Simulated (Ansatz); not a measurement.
Relaxation of GeH7N (9 atoms, charge 0, multiplicity 1), to a largest force component of 0.03 eV/Å in at most 50 steps.

The calculation used Ansatz, RKS PBE0-D4/def2-mTZVP.

```xyz
9
Properties=species:S:1:pos:R:3:forces:R:3
Ge -0.522 0.058 -0.448 -0.82 -0.03 -0.02
H -0.035 -0.123 2.268 1.54 -0.02 0.32
H 0.790 -0.094 0.352 0.00 0.00 0.00
H -0.501 1.410 -1.179 -0.01 0.00 0.01
H -0.630 -1.109 -1.442 0.03 0.00 -0.02
N -2.127 0.018 0.533 0.49 0.06 -0.81
H -2.287 -0.836 1.050 -0.02 0.01 0.00
H -2.268 0.811 1.144 -0.02 0.00 0.04
H -0.741 -0.133 2.330 -1.19 -0.03 0.47
```

Question: Where does it end, and by what steps?

Answer: It converged. The force dipped under the threshold on the way, but the program's further checks kept it going. After 12 steps the energy has fallen by 0.320 eV; H2 moved furthest, 1.17 Å.

```tsv
step	energy less start (eV)	largest force component (eV/Å)	accepted
0	0.0000	1.539	yes
1	-0.1813	0.300	yes
2	-0.2500	0.201	yes
3	-0.2832	0.234	yes
4	-0.3064	0.156	yes
5	-0.3155	0.203	yes
6	-0.3187	0.068	yes
7	-0.3172	0.354	no
8	-0.3196	0.014	yes
9	-0.3191	0.222	no
10	-0.3199	0.029	yes
11	-0.3199	0.091	yes
12	-0.3201	0.022	yes
```

```xyz
9
Properties=species:S:1:pos:R:3
Ge -0.621 0.075 -0.706
H -0.024 -0.202 3.432
H 0.706 -0.060 0.081
H -0.622 1.419 -1.450
H -0.730 -1.100 -1.690
N -2.144 0.042 0.335
H -2.290 -0.821 0.844
H -2.226 0.812 0.988
H -0.369 -0.165 2.772
```

The run took 35 s on 1 thread of Arm Neoverse V1, on a shared host, peak memory 0.14 GiB.
